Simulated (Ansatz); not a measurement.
Two isomers of C2H6F2Si: A = `FC[SiH2]CF`, B = `C[SiH](F)CF`.

Isolated molecules relaxed with PBE0-D4/def2-TZVP in Ansatz; ΔE leaves out vibrations. CBS: MP2 limit from def2 TZ/QZ plus the TZ coupled-cluster correction, frozen cores. Functionals use def2-TZVPP. B3LYP here is the variant with VWN-RPA as its local correlation; programs differ in this. Each species was taken in one conformer, which may not be the lowest.

(1) Which is lower in electronic energy at CCSD(T)/CBS, and by how much? (An estimate is asked.)

(2) Give E(B) − E(A) in kcal/mol with r2SCAN-D4, B3LYP, PBE-D4, HF/def2-TZVPP, B2PLYP, B3LYP-D4, CCSD/def2-TZVPP. (Best estimate.)

Largest T1 diagnostic: 0.011.

## Answers

(1) Computed: B, by 62.3 kcal/mol.

(2) The calculation gave: r2SCAN-D4 -61.1, B3LYP -59.4, PBE-D4 -57.2, HF/def2-TZVPP -61.7, B2PLYP -61.3, B3LYP-D4 -59.5, CCSD/def2-TZVPP -61.6. None reverses the order clearly.

From PBE to PBE0 (25 % exact exchange), in def2-TZVPP and without D4, E(B) − E(A) moves by −2.0 kcal/mol.
